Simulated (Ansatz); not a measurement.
AlBH6OSi, SMILES `[AlH2][BH]O[SiH3]`, relaxed with RKS PBE0-D4/def2-TZVP in Ansatz from a PBE-D4/def2-SVP geometry. The force threshold is 0.005 eV/Å; the program also tests the step.

The species carries charge 0 and has multiplicity 1.

Start:

```xyz
10

Al    0.769   -0.951   -2.329
B    -0.086   -0.658   -0.376
O     0.092    0.529    0.275
Si   -0.451    1.071    1.797
H    -0.030   -0.574   -3.680
H     2.233   -1.600   -2.538
H    -0.746   -1.533    0.201
H    -1.179   -0.035    2.510
H     0.756    1.508    2.574
H    -1.358    2.244    1.565
```

Q: By how much does the energy fall, and how many steps does the optimiser take? (Best estimate.)

A: The calculation gave: 0.05 eV, in 12 steps, 1 of them rejected.

Q: Which bonds change most? (Best estimate.)

A: The calculation gave: O3–Si4 from 1.705 to 1.661 Å; B2–H7 from 1.237 to 1.215 Å; Si4–H8 from 1.504 to 1.485 Å; Al1–H6 from 1.615 to 1.596 Å.

Q: Give the relaxed structure. (An estimate is asked.)

A: Ansatz gave: 
```xyz
10

Al    0.763   -0.943   -2.316
B    -0.083   -0.658   -0.359
O     0.072    0.530    0.278
Si   -0.447    1.060    1.765
H    -0.061   -0.609   -3.641
H     2.232   -1.532   -2.515
H    -0.709   -1.516    0.231
H    -1.209   -0.017    2.447
H     0.747    1.435    2.558
H    -1.304    2.250    1.552
```
